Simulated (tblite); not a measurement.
A tight-binding relaxation on `[BH3-][N@@+]1(C)CCCC(=C)C1`.

Computed with GFN2-xTB geometry optimisation, gas phase (tblite 0.8.0). Start geometry: from a force field or distance geometry. The input is one job of a driver script: a line of settings, then coordinates in Å.

Command:
```bash
OMP_NUM_THREADS=1 python probes_run.py task.json out
```

Input:
```
{"job": {"kind": "relax", "xc": "GFN2-xTB", "basis": "xTB"}, "charge": 0, "multiplicity": 1}
B     -2.106900    -0.670500     1.100000
N     -0.921100    -0.233200     0.179900
C     -1.229700    -0.644200    -1.200500
C     -0.756100     1.251200     0.287000
C      0.468300     1.779600    -0.464900
C      1.752800     1.081200    -0.041200
C      1.556800    -0.405400    -0.024700
C      2.516700    -1.234400    -0.461500
C      0.317000    -0.942800     0.659000
H     -2.272900    -1.852700     1.071700
H     -1.922700    -0.354100     2.234200
H     -3.131200    -0.150200     0.740500
H     -2.121400    -0.075600    -1.584600
H     -1.465400    -1.729400    -1.271500
H     -0.390400    -0.452900    -1.891000
H     -0.639900     1.547700     1.375100
H     -1.660300     1.770000    -0.085800
H      0.567700     2.865500    -0.276700
H      0.323400     1.667100    -1.560800
H      2.582700     1.375000    -0.725300
H      2.031300     1.422500     0.989000
H      3.426600    -0.851000    -0.899500
H      2.394600    -2.308100    -0.389400
H      0.210900    -2.046100     0.493800
H      0.458100    -0.785000     1.756400
```

Output:
```
step      E/eV     max force
  0    -742.69368    1.768
  1    -742.84452    1.073
  2    -742.93785    0.824
  3    -742.98292    0.456
  4    -743.00626    0.296
  5    -743.01642    0.255
  6    -743.02842    0.169
  7    -743.03350    0.162
  8    -743.03673    0.099
  9    -743.03826    0.065
... (40 lines left out)
 50    -743.06137    0.022
 51    -743.06146    0.019
 52    -743.06153    0.022
 53    -743.06160    0.021
 54    -743.06166    0.018
 55    -743.06170    0.015
 56    -743.06173    0.013
 57    -743.06176    0.014
 58    -743.06178    0.011
 59    -743.06180    0.009
```

«max force» is the largest atomic force in eV/Å.

Problem. From which step on does the largest force stay under 0.1 eV/Å, and how much energy is left to gain from there?

Solution. From step 17 (0.062 eV/Å), 15.9 meV above the end.

Main results: energy lowered by 8.5 kcal/mol over 59 steps; largest atomic force 0.009 eV/Å at the end.

Problem. Where do the atoms end?

Solution. 0.128 Å rms from the input after alignment:
```
atom  x, y, z in Å
B1    -2.1664   -0.6751    1.1290
N2    -0.8865   -0.2275    0.1910
C3    -1.1379   -0.6656   -1.1793
C4    -0.7397    1.2284    0.2735
C5     0.4796    1.7681   -0.4686
C6     1.7524    1.0884    0.0420
C7     1.5713   -0.4005   -0.0036
C8     2.4081   -1.2227   -0.6136
C9     0.3308   -0.8719    0.7031
H10   -2.2266   -1.8641    1.0679
H11   -1.9269   -0.2914    2.2336
H12   -3.1244   -0.1421    0.6616
H13   -1.9727   -0.1028   -1.5902
H14   -1.4150   -1.7172   -1.1625
H15   -0.2587   -0.5402   -1.8147
H16   -0.6660    1.4830    1.3332
H17   -1.6549    1.6810   -0.1116
H18    0.5398    2.8458   -0.3069
H19    0.3807    1.6019   -1.5433
H20    2.6151    1.3926   -0.5524
H21    1.9296    1.3930    1.0780
H22    3.2994   -0.8662   -1.1025
H23    2.2470   -2.2874   -0.6337
H24    0.2109   -1.9521    0.6115
H25    0.4000   -0.6315    1.7677
```

The run took 0.55 s wall on one thread of an Arm Neoverse V1, no GPU, on a shared host.
Labels such as C1 count atoms from 1, the log's own numbers from 0.
